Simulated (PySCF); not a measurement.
**Stretching ReN**

Set-up: basis Re def2-TZVPP with ECP60, N def2-TZVPP; scalar-relativistic core potentials; PySCF 2.14. Energies in eV from Re (5d5 6s2) + N in their ground configurations at the same level. State: ³Σ⁻ (triplet), unpaired electrons δ ↑↑.

All columns are PBE0. A positive dipole means Re(−)N(+).

| R (Å) | E (eV) | μ (D) | Mulliken charge on Re (basis-dependent) | HOMO (eV) | LUMO (eV) | Mayer bond order | ⟨S²⟩ |
| --- | --- | --- | --- | --- | --- | --- | --- |
| 1.397 | -2.471 | -0.90 | 0.17 | -5.65 | -3.05 | 3.19 | 2.02 |
| 1.462 | -3.912 | -1.34 | 0.19 | -5.76 | -3.06 | 3.17 | 2.03 |
| 1.528 | -4.707 | -1.72 | 0.20 | -5.84 | -3.07 | 3.15 | 2.04 |
| 1.576 | -4.983 | -1.97 | 0.20 | -5.88 | -3.07 | 3.12 | 2.05 |
| 1.625 | -5.050 | -2.19 | 0.20 | -5.92 | -3.06 | 3.09 | 2.08 |
| 1.674 | -4.958 | -2.37 | 0.21 | -5.93 | -3.04 | 3.04 | 2.12 |
| 1.739 | -4.664 | -2.57 | 0.21 | -5.92 | -2.99 | 2.93 | 2.22 |
| 1.820 | -4.152 | -2.70 | 0.21 | -5.86 | -2.98 | 2.65 | 2.49 |
| 1.917 | -3.498 | -2.71 | 0.21 | -5.75 | -2.93 | 2.23 | 2.91 |
| 2.047 | -2.698 | -2.59 | 0.21 | -5.60 | -2.79 | 1.74 | 3.39 |

A fit through these points gives, at Re = 1.619 Å, μ = -2.16 D and dμ/dR = -4.23 D/Å; the reduced mass is 13.03 u.

How strong is the fundamental in the double-harmonic approximation, I = 42.26·(dμ/dR)²/μred km/mol?

I = 42.26·(-4.23)²/13.03 = 58.0 km/mol at PBE0.

The metal atom is held in its measured ground configuration; semilocal functionals can put another filling of s and d lower by some tenths of an eV, and De to that atom would be smaller. ⟨S²⟩ of the unrestricted solution departs from its pure value on part of the curve, where spin states mix. These are scalar-relativistic numbers at best; spin–orbit coupling would shift them, the dissociation energy most. The state is the lowest single determinant that the PBE0 search found; with open d or f shells the true ground state can be another one.
